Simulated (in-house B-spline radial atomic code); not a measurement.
A calculation on Yb3+: its settings, and results tabulated from the run. Computed with an all-electron radial atomic-structure program (B-spline basis): scalar-relativistic (X2C) Hartree-Fock, spin-polarised, averaged over the determinants with the given up and down occupations, Fermi nucleus of rms radius 5.3108 fm, inside a hard spherical wall at 3.65 bohr.

Command:
```bash
python run_scf.py task.json out
```
Settings (nuclear radius in fm, mass in u):
```
Z                70
configuration    [Xe] 4f13
hamiltonian      x2c
method           hf
spin_polarised   True
nucleus          fermi
rms_radius       5.3108
atomic_mass      173.93887
speed_of_light   137.035999084
wall_radius      3.65
```

Output (hartree, bohr):
```
 radial grid: 60 intervals, B-splines of order 8, outer radius 3.65 bohr

 iter        energy (Eh)    residual
    1      -14052.323655    5.14e-01
    2      -14052.556464    1.66e-01
    3      -14053.271077    3.22e-02
    4      -14053.284364    6.21e-03
    5      -14053.284229    5.78e-03
    6      -14053.285003    7.52e-04
    7      -14053.285019    1.07e-04
    8      -14053.285019    1.69e-05
    9      -14053.285019    2.38e-06
   10      -14053.285019    4.29e-07

 total energy                    -14053.28502
 kinetic                           15621.2798
 electron-nucleus                 -34848.5162
 electron-electron                  5173.9514

 orbital      occ     eigenvalue          <r>       <r^2>       <1/r>       r_max
 1s up      1.000     -2266.4778    0.0188874 0.000497423     87.6204     0.01146
 1s down    1.000     -2266.4778    0.0188874 0.000497423     87.6204     0.01146
 2s up      1.000      -389.8578    0.0825142  0.00811207     20.3846     0.07036
 2s down    1.000      -389.8569    0.0825136  0.00811193     20.3847     0.07036
 2p up      3.000      -344.3918    0.0736612  0.00664452     17.4555     0.05704
 2p down    3.000      -344.3911    0.0736605  0.00664436     17.4556     0.05704
 3s up      1.000       -90.9519     0.215692   0.0533286     7.35202      0.1992
 3s down    1.000       -90.9195     0.215643   0.0533025     7.35392      0.1992
 3p up      3.000       -76.9307     0.215181   0.0538003     6.56323      0.1962
 3p down    3.000       -76.8940     0.215111   0.0537625     6.56529      0.1961
 3d up      5.000       -59.3960     0.196058   0.0451102     6.12694      0.1603
 3d down    5.000       -59.3568     0.195943   0.0450484     6.12961      0.1602
 4s up      1.000       -19.9698     0.488247    0.269154     3.01384      0.4558
 4s down    1.000       -19.8923     0.488212    0.269106     3.01349      0.4557
 4p up      3.000       -15.2590     0.517206    0.304422     2.69526      0.4761
 4p down    3.000       -15.1740     0.517228    0.304434     2.69441       0.476
 4d up      5.000        -8.8625     0.560377    0.364598     2.36426      0.4924
 4d down    5.000        -8.7531     0.560685    0.364999     2.36202      0.4924
 5s up      1.000        -3.5811      1.20663     1.63439      1.1038       1.076
 5s down    1.000        -3.5583      1.21007     1.64371     1.09951       1.078
 5p up      3.000        -2.3438      1.38795     2.16567    0.931852       1.218
 5p down    3.000        -2.3272      1.39284     2.18058    0.927466       1.221
 4f up      7.000        -1.7812     0.708815    0.640727     1.81612      0.4846
 4f down    6.000        -1.7243      0.71478    0.653711     1.80664      0.4854
```

Cost of the run: 0.21 s on 1 thread of Arm Neoverse V2 (shared host).

One-electron X2C: radii and densities carry no picture-change correction, so inner-shell <1/r> comes out high (for 1s by about 2 % at Z = 33, 5 % at 54, 10 % at 75, 30 % at 118) and <r> low.
